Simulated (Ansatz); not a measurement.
Program: Ansatz. Geometries: PBE0-D4/def2-TZVP. ΔE: electronic, gas phase. CCSD(T)/CBS adds triple-zeta CCSD(T) − MP2 to the extrapolated MP2 energy (def2 sets, frozen cores). For Se outer-core shells are correlated without core-valence functions, which leaves a few kJ/mol of doubt a bond. Scalar relativity is left out up to krypton. One conformer a species, not always the lowest.

Consider the redistribution: `CO[Si](F)(Cl)[SeH]` + `C[Si](N)(O)[SiH3]` → `C[Si](F)(Cl)[SeH]` + `CO[Si](N)(O)[SiH3]`.

```
             species  HF/def2-TZVPP energy (Eh)
`CO[Si](F)(Cl)[SeH]`                -3363.09584
 `C[Si](N)(O)[SiH3]`                 -750.47813
 `C[Si](F)(Cl)[SeH]`                -3288.17142
`CO[Si](N)(O)[SiH3]`                 -825.40842
```

(1) Work out ΔE.

Largest T1 diagnostic among the species: 0.012.

Answers

(1) ΔE = (-3288.17142) + (-825.40842) − (-3363.09584) − (-750.47813) = -0.00587 Eh = -3.7 kcal/mol. CCSD(T)/CBS gives -3.7 kcal/mol.
